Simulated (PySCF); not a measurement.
Structure problem from calculated spectra and properties.

Formula: C6H14O.

* Rotational structure: rotational constants A, B, C: 4.113, 1.561, 1.532 GHz [GFN2-xTB]
* 13C NMR: chemical shifts (computed TMS as zero) by class: 74.5 (1 C), 60.5 (1 C), 29.6 (3 C), 18.6 (1 C) ppm [GIAO PBE0/pcSseg-1]
* NMR, other nuclei: isotropic shieldings of nuclei other than C and H, by class: 246 (1 O) ppm [GIAO PBE0/pcSseg-1]
* Dipole: 1.21 D [PBE0/pcSseg-1]
* 1H NMR: chemical shifts (computed TMS as zero) by class: 3.58 (2 H), 1.25 (3 H), 1.24 (9 H) ppm [GIAO PBE0/pcSseg-1]

The electronic properties come from PySCF, for the isolated species, density fitting. Levels stand in brackets. The structure is a single GFN2-xTB conformer in the gas phase; no vibrational or solvent corrections. NMR values are class means; diastereotopic atoms form classes of their own.

Task: Give a SMILES that accounts for the data.

Result: Numbering: `[CH3:1][CH2:2][O:3][C:4]([CH3:5])([CH3:6])[CH3:7]`. Its formula, C6H14O, gives 0 degrees of unsaturation, so no ring and no π bond. 6 carbons fall into 4 classes; from least to most shielded: sp3 carbon bound to oxygen [C4] (74.5 ppm), sp3 carbon bound to oxygen [C2] (60.5 ppm), methyl carbon [C5/C6/C7] (29.6 ppm, 3 C, up to 6.8 ppm apart in this geometry), methyl carbon [C1] (18.6 ppm). Hydrogen classes from least to most shielded: 2 H on an sp3 carbon bound to oxygen, C2 (3.58 ppm), 3 H on a methyl carbon, C1 (1.25 ppm), 9 H on 3 methyl carbons, C5/C6/C7 (1.24 ppm, a mean of values up to 0.8 ppm apart in this geometry). The other shieldings belong to: 246 ppm, ether oxygen [O3]. The optimised geometry has point group Cs and is an asymmetric top. Structure: `CCOC(C)(C)C`. The assignments are read from this structure; whether some other isomer fits the data as well wasn't checked.

Conformer computed: `[CH3:1][CH2:2][O:3][C:4]([CH3:5])([CH3:6])[CH3:7]`: C1–C2–O3–C4 180°, C2–O3–C4–C5 180°.
